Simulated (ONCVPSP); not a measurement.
**Before and after: ONCV potential for cobalt**

ONCVPSP 4.0.1 input, shortened (lines: element, Z, core and valence counts, functional; n l f; lmax; l rc ep ncon nbas qcut; lloc lpopt rc5 dvloc0; l nproj debl; icmod fcfact rcfact), LDA (Perdew-Zunger), fully relativistic:

```
  Co 27.00    3    4        3      upf
    1    0    2.00
    2    0    2.00
    2    1    6.00
    3    0    2.00
    3    1    6.00
    3    2    7.00
    4    0    2.00
    2
    0    1.55    0.00    4    7   10.30
    1    0.90    0.00    5    8    7.40
    2    1.80    0.00    4    8    7.10
    4    5    0.80    0.00
    0    2    1.20
    1    1    2.70
    2    2    1.60
    4    0.35    0.00
```

Open shells are filled in proportion to 2j + 1.

All-electron outer shells of the reference configuration (LDA (Perdew-Zunger), scalar-relativistic, ld1.x):

```tsv
shell	level (eV)	outermost node (bohr)	outermost maximum (bohr)
2p	-769.46	–	0.17
3s	-101.87	0.31	0.67
3p	-65.51	0.28	0.68
3d	-8.46	–	0.66
4s	-5.68	0.96	2.29
```

Change: s: rc 1.28.

Cutoffs: the cutoffs (Ha) at which the residual kinetic energy of the hardest occupied pseudo-wave falls to 1 and 0.1 mHa per electron; they do not see the model core or the augmentation charge, which bear on the density cutoff. Errors are all-electron minus pseudo energies relative to the spin-unpolarised reference configuration.

Task: What does the change do?

Result: The potential gets neither clearly harder nor softer (65 Ha and 212 Ha → 65 Ha and 212 Ha); the p channel sets the loose cutoff, while the largest relative change is in s, which becomes harder; the errors of the 4 common tests hardly move; neither file shows a bound ghost.

```csv
quantity,base,changed
"cutoff, loose",65 Ha,65 Ha
"cutoff, tight",212 Ha,212 Ha
loose cutoff by channel,"s 25 Ha, p 65 Ha, d 27 Ha","s 34 Ha, p 65 Ha, d 27 Ha"
bound ghosts,none,none
GHOST(+) flags under 300 eV,none,none
"error for 3s2 3p6 3d7 4s1, meV [ΔE 9.30 eV]",+3.3,+3.6
"error for 3s2 3p6 3d7 4s0, meV [ΔE 26.38 eV]",+16,+17
"error for 3s2 3p6 3d6 4s0, meV [ΔE 62.57 eV]",+127,+126
"error for 3s2 3p5 3d7 4s2, meV [ΔE 73.44 eV]",-435,-441
p3/2: phases at 0.91 bohr within 0.05 rad from the reference energy up to (Ha; the scan ends near 5),to the end of the scan,to the end of the scan
p1/2: phases at 0.91 bohr within 0.05 rad from the reference energy up to (Ha; the scan ends near 5),to the end of the scan,to the end of the scan
d5/2: phases at 1.82 bohr within 0.05 rad from the reference energy up to (Ha; the scan ends near 5),to the end of the scan,to the end of the scan
d3/2: phases at 1.82 bohr within 0.05 rad from the reference energy up to (Ha; the scan ends near 5),to the end of the scan,to the end of the scan
"rms error of d²Exc/dni dnj with the model core, mHa",1.87,1.72
```
